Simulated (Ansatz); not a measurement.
Geometry optimisation, DFT PBE, scalar-relativistic, plane waves, PAW (Ansatz 0.2.0).

input.yaml

```yaml
accuracy: low
crystal:
  lattice:
    - [7.380323, 0.0, 0.0]
    - [0.0, 7.380323, 0.0]
    - [0.0, 0.0, 7.380323]
  atoms:
    - { symbol: C, position: [0.6066445, 0.5481396, 0.0452017] }
    - { symbol: O, position: [0.6823214, 0.7098112, -0.0276534] }
    - { symbol: H, position: [0.4905981, 0.514828, -0.0397543] }
    - { symbol: H, position: [0.7860738, 0.7415223, 0.0465347] }
    - { symbol: H, position: [0.7022101, 0.4344103, 0.0412551] }
    - { symbol: H, position: [0.5592584, 0.5660572, 0.1849021] }
    - { symbol: C, position: [0.3573714, 0.558289, 0.642141] }
    - { symbol: O, position: [0.3111276, 0.4109539, 0.5267007] }
    - { symbol: H, position: [0.2603999, 0.6657163, 0.6129883] }
    - { symbol: H, position: [0.3963171, 0.3138427, 0.550912] }
    - { symbol: H, position: [0.3465468, 0.5227153, 0.786016] }
    - { symbol: H, position: [0.4942284, 0.6098056, 0.6157046] }
    - { symbol: C, position: [0.4500552, 0.1878176, 0.1497926] }
    - { symbol: O, position: [0.361677, 0.0589287, 0.0368788] }
    - { symbol: H, position: [0.3941565, 0.3196155, 0.1137567] }
    - { symbol: H, position: [0.4099335, -0.0594981, 0.0672171] }
    - { symbol: H, position: [0.4242028, 0.1634497, 0.2940858] }
    - { symbol: H, position: [0.5969138, 0.1911075, 0.127333] }
    - { symbol: C, position: [0.9173598, 0.2171288, 0.7143775] }
    - { symbol: O, position: [0.9072098, 0.3999823, 0.7746612] }
    - { symbol: H, position: [0.7974304, 0.1941964, 0.6314016] }
    - { symbol: H, position: [1.0132161, 0.4227991, 0.8489316] }
    - { symbol: H, position: [1.0378539, 0.191818, 0.6311715] }
    - { symbol: H, position: [0.9158817, 0.1204213, 0.8271966] }
    - { symbol: C, position: [0.1708759, 0.9446935, 0.4127788] }
    - { symbol: O, position: [0.3021067, 0.8333899, 0.325816] }
    - { symbol: H, position: [0.1630037, 1.0690027, 0.3335373] }
    - { symbol: H, position: [0.3108827, 0.7218334, 0.394752] }
    - { symbol: H, position: [0.0363008, 0.8817169, 0.4152659] }
    - { symbol: H, position: [0.2099292, 0.9797504, 0.5518059] }
    - { symbol: C, position: [0.9181956, 0.4793756, 0.2896122] }
    - { symbol: O, position: [0.9278684, 0.2911517, 0.2489827] }
    - { symbol: H, position: [0.7795762, 0.5052002, 0.3333352] }
    - { symbol: H, position: [1.0506899, 0.2657011, 0.2097247] }
    - { symbol: H, position: [1.0103484, 0.518112, 0.3995669] }
    - { symbol: H, position: [0.9468371, 0.5641866, 0.1709974] }
basis:
  ecutwfc: 420.0
kpoints:
  mp_grid: { grid: [1, 1, 1] }
hamiltonian:
  xc: pbe
scf:
  occupations: { method: fermi_dirac, width: 0.05 }
  lower_state_search: "off"
relax:
  f_tol: 0.3
  max_steps: 15
  adjacent_minimum: "off"
```

Command:

```bash
$ ansatz run input.yaml --threads 1 --pin off --max-ram 3072MiB --backend cpu --events-out ev --progress --plain --runs-dir out
```

**Question.** Where does it end, and by what steps?

**Answer.** The run converged. The threshold is loose, so the end isn't yet a minimum. The force dipped under the threshold on the way, but the program's further checks kept it going. Limits of this set-up: coarse k mesh, low accuracy level. After 9 steps the energy has fallen by 1.503 eV; H4 moved furthest, 1.13 Å.

```tsv
step	energy less start (eV)	largest force component (eV/Å)	accepted
0	0.0000	0.443	yes
1	-0.2933	0.210	yes
2	-0.4702	0.537	yes
3	-0.6368	0.494	yes
4	-0.8024	0.433	yes
5	-0.9630	0.690	yes
6	-1.1097	0.972	yes
7	-1.2606	0.814	yes
8	-1.4113	0.351	yes
9	-1.5035	0.300	yes
```

```xyz
36
Lattice="7.3803 0.0000 0.0000 0.0000 7.3803 0.0000 0.0000 0.0000 7.3803" Properties=species:S:1:pos:R:3
C 4.360 4.917 0.401
O 4.522 6.237 -0.135
H 3.299 4.651 0.257
H 5.453 6.493 0.002
H 4.993 4.185 -0.129
H 4.568 4.888 1.491
C 2.687 3.887 5.058
O 2.563 3.512 3.669
H 1.828 4.536 5.287
H 3.258 2.861 3.471
H 2.637 2.998 5.715
H 3.622 4.438 5.231
C 3.592 1.534 1.216
O 2.402 1.104 0.544
H 3.495 2.618 1.372
H 2.464 0.128 0.491
H 3.704 1.020 2.188
H 4.495 1.344 0.611
C 6.609 1.410 5.196
O 6.568 2.695 5.797
H 5.995 1.421 4.279
H 6.792 2.550 6.761
H 7.639 1.122 4.916
H 6.198 0.629 5.863
C 1.123 6.573 3.120
O 1.930 5.876 2.178
H 0.803 7.510 2.646
H 2.230 5.037 2.596
H 0.216 6.005 3.403
H 1.681 6.817 4.041
C 7.096 3.076 1.971
O 7.199 2.048 0.967
H 6.039 3.157 2.248
H 8.139 1.748 0.898
H 7.679 2.823 2.866
H 7.443 4.049 1.583
```

Whether the end is a true minimum wasn't checked by a vibrational analysis.

Run time: 30 s on 1 thread of Intel(R) Xeon(R) Platinum 8259CL CPU @ 2.50GHz (Skylake/Cascade Lake), on a shared host, peak memory 0.47 GiB.
